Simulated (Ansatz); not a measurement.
C2H7NOSn, relaxed with RKS PBE0-D4/def2-TZVP in Ansatz 0.2.0 from a PBE-D4/def2-SVP geometry. The force threshold is 0.005 eV/Å; the program also tests the step.

The species carries charge 0 and has multiplicity 1. Sn takes the def2 core potential. The bonds changed during the relaxation, so this is another structure than the one it started from.

Start:

```xyz
12

C    -1.505   -0.056    1.241
Sn   -0.211   -1.625    0.309
N     1.531   -0.454    0.546
C     0.377    0.552   -2.048
O    -0.534   -0.225   -1.792
H    -1.019    0.940    1.184
H    -2.489   -0.002    0.731
H    -1.687   -0.302    2.308
H     2.439   -0.930    0.587
H     1.520    0.295    1.250
H     1.265    0.604   -1.354
H     0.313    1.203   -2.961
```

```
         step  energy (eV)  largest force (eV/Å)  largest move (Å)
            1  -11552.3420                 1.314             0.000
            2  -11552.3905                 0.784             0.094
 3 (rejected)  -11552.3112                 1.531             0.107
            4  -11552.4123                 0.497             0.053
            5  -11552.4145                 0.525             0.018
 6 (rejected)  -11552.4132                 0.348             0.065
            7  -11552.4197                 0.334             0.022
            8  -11552.4214                 0.113             0.075
            9  -11552.4222                 0.020             0.038
10 (rejected)  -11552.4221                 0.068             0.030
11 (rejected)  -11552.4218                 0.128             0.015
           12  -11552.4223                 0.012             0.007
           13  -11552.4224                 0.036             0.027
           14  -11552.4225                 0.035             0.007
           15  -11552.4225                 0.021             0.012
           16  -11552.4225                 0.008             0.006
17 (rejected)  -11552.4221                 0.109             0.011
           18  -11552.4225                 0.006             0.002
           19  -11552.4225                 0.003             0.001
```

End:

```xyz
12

C    -1.487   -0.059    1.227
Sn   -0.208   -1.589    0.309
N     1.512   -0.484    0.600
C     0.371    0.570   -2.066
O    -0.509   -0.200   -1.770
H    -1.031    0.932    1.144
H    -2.471   -0.034    0.754
H    -1.629   -0.286    2.288
H     2.400   -0.964    0.640
H     1.507    0.269    1.275
H     1.269    0.656   -1.428
H     0.276    1.189   -2.973
```

Hardware: 4 threads of an AMD EPYC on a shared host. Wall time 3.1 min, peak host memory 0.63 GiB.
